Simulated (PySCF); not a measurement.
C5H6NO (charge -1).
SMILES with atom numbers: `[CH3:1][C@@:2]1([O-:3])[CH2:4][C@@H:5]1[C:6]#[N:7]` (hydrogens: H8, H9, H10 on C1; H11, H12 on C4; H13 on C5)

Structure optimised with GFN2-xTB, isolated species.

Question: List the bond lengths, angles and torsions at this level.

Answer: 
```tsv
bond	length (Å)	order
C1–C2	1.549	single
C2–O3	1.264	single
C2–C4	1.507	single
C4–C5	1.523	single
C5–C6	1.384	single
C6≡N7	1.160	triple
C2–C5	1.684	single
C1–H8, C1–H9, C1–H10	1.090	single
C4–H11	1.087	single
C4–H12	1.084	single
C5–H13	1.086	single
```

Bonds in one row agree within 0.01 Å and their mean is given. Orders are formal, as drawn. A selection of angles:
```tsv
angle	degrees
C2–C1–H8	109.6
C2–C1–H9	112.9
C2–C1–H10	108.1
H8–C1–H9	109.3
H8–C1–H10	108.0
C1–C2–O3	117.4
C1–C2–C4	113.3
C1–C2–C5	106.7
O3–C2–C4	124.8
O3–C2–C5	122.7
C4–C2–C5	56.7
C2–C4–C5	67.5
C2–C4–H11	120.6
C2–C4–H12	116.6
C5–C4–H11	116.3
C5–C4–H12	114.8
H11–C4–H12	113.3
C4–C5–C6	121.1
C4–C5–H13	116.9
C6–C5–H13	113.8
C2–C5–C4	55.8
C2–C5–C6	123.8
C2–C5–H13	113.6
C5–C6–N7	177.5
```

Dihedral angles: C1–C2–C4–C5 95° (anticlinal); C2–C4–C5–C6 112° (anticlinal); C1–C2–C5–C4 -107° (anticlinal).

The 3-membered ring C2–C4–C5 has internal angles of 55.8° to 67.5°. Of the pairs four or more bonds apart, H9···H13 is among the closest relative to their van der Waals radii: 2.32 Å, 97 % of the sum of Bondi's values. The 5 C–C bonds span 1.384 Å (C5–C6, drawn single) to 1.684 Å (C2–C5, drawn single), a spread of 0.300 Å.

Point group: C1 (no symmetry element, even within 0.4 Å). Not checked by GFN2-xTB frequencies.

All values are computed, not measured.
